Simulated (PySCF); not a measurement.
# Stretching KI

Set-up: K def2-TZVPP, I def2-TZVPP with ECP28; scalar-relativistic core potentials (PySCF 2.14). Energies in eV from K + I in their ground configurations at the same level. State: ¹Σ⁺ (singlet), closed shell.

Curves on a restricted Hartree–Fock reference rise too fast on stretching and do not dissociate correctly.

| R (Å) | BP86 | BLYP | RHF-SCS-MP2 | revPBE |
| --- | --- | --- | --- | --- |
| 2.648 | -2.873 | -2.643 | -2.788 | -2.704 |
| 2.771 | -3.174 | -2.962 | -3.128 | -3.017 |
| 2.894 | -3.338 | -3.141 | -3.316 | -3.192 |
| 2.987 | -3.396 | -3.209 | -3.387 | -3.258 |
| 3.079 | -3.414 | -3.236 | -3.412 | -3.283 |
| 3.171 | -3.402 | -3.231 | -3.404 | -3.278 |
| 3.295 | -3.353 | -3.190 | -3.357 | -3.236 |
| 3.449 | -3.255 | -3.100 | -3.257 | -3.146 |
| 3.633 | -3.108 | -2.961 | -3.105 | -3.007 |
| 3.880 | -2.893 | -2.755 | -2.881 | -2.800 |

Q: Put a parabola through the three lowest points of the BP86 curve and estimate Re, k and ωe (reduced mass 29.81 u; 1 eV/Å² = 0.16022 mdyn/Å; ωe = 1302.8·√(k/μ) cm⁻¹).

A: Through R = 2.987, 3.079, 3.171 Å the second-order coefficient is 1.77 eV/Å², so Re ≈ 3.088 Å, k ≈ 0.568 mdyn/Å and ωe ≈ 180 cm⁻¹. A polynomial fit of higher order to the unrounded BP86 energies gives Re = 3.084 Å, k = 0.554 mdyn/Å, ωe = 178 cm⁻¹; anharmonicity and rounding make the difference.

The higher-order fit for each curve: BP86: Re = 3.084 Å, ωe = 178 cm⁻¹, De = 3.41 eV; BLYP: Re = 3.108 Å, ωe = 174 cm⁻¹, De = 3.24 eV; RHF-SCS-MP2: Re = 3.100 Å, ωe = 182 cm⁻¹, De = 3.41 eV; revPBE: Re = 3.105 Å, ωe = 174 cm⁻¹, De = 3.28 eV.

Correlated steps freeze 9 core orbitals. Spin–orbit coupling is left out, which matters for elements this heavy, above all for dissociation energies. Where the molecule has an RHF reference, its open-shell atoms are computed with UHF.
